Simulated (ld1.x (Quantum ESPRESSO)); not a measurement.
# u(r) = r·R(r): atom against pseudo-atom (Mo (Z = 42))

Columns: radius, all-electron u(r) and pseudo u(r) of the 4s shell (level -96.30 eV) of molybdenum in the configuration [Ar] 3d10 4s2 4p6 4d3 5s0 5p0; PBE, scalar-relativistic, TM scheme, ld1.x (Quantum ESPRESSO) 7.5.

| r (bohr) | all-electron | pseudo |
| --- | --- | --- |
| 0.120 | -0.3596 | -0.1887 |
| 0.240 | 0.3951 | -0.3704 |
| 0.360 | 0.5679 | -0.5384 |
| 0.480 | 0.1488 | -0.6865 |
| 0.600 | -0.3839 | -0.8088 |
| 0.720 | -0.7931 | -0.9002 |
| 0.840 | -1.0272 | -0.9566 |
| 0.960 | -1.1103 | -0.9755 |
| 1.080 | -1.0870 | -0.9570 |
| 1.200 | -1.0000 | -0.9042 |
| 1.320 | -0.8818 | -0.8239 |
| 1.440 | -0.7545 | -0.7256 |
| 1.560 | -0.6313 | -0.6197 |
| 1.680 | -0.5192 | -0.5158 |
| 1.800 | -0.4213 | -0.4206 |
| 1.920 | -0.3382 | -0.3381 |
| 2.040 | -0.2691 | -0.2691 |
| 2.160 | -0.2126 | -0.2126 |
| 2.280 | -0.1669 | -0.1669 |
| 2.400 | -0.1304 | -0.1304 |
| 2.520 | -0.1014 | -0.1014 |
| 2.640 | -0.0786 | -0.0786 |
| 2.760 | -0.0607 | -0.0607 |
| 2.880 | -0.0467 | -0.0467 |
| 3.000 | -0.0358 | -0.0358 |
| 3.120 | -0.0274 | -0.0274 |

(1) How many radial nodes do the two functions have?

(2) At about which radius was the pseudo-wave matched?

(3) Is the pseudo-wave norm-conserving?

## Answers

(1) The all-electron 4s function has n − l − 1 = 3 (the table is too coarse to show those close to the nucleus); the pseudo-wave has 0, since the states of the same l below it are removed with the core.

(2) 2.10 bohr. The columns agree to 0.0005 from 1.92 bohr on; several derivatives are matched, so the curves merge somewhat inside the radius.

(3) Yes: the TM scheme keeps the norm inside the radius equal to the all-electron one, which fixes the energy derivative of the logarithmic derivative at the level.
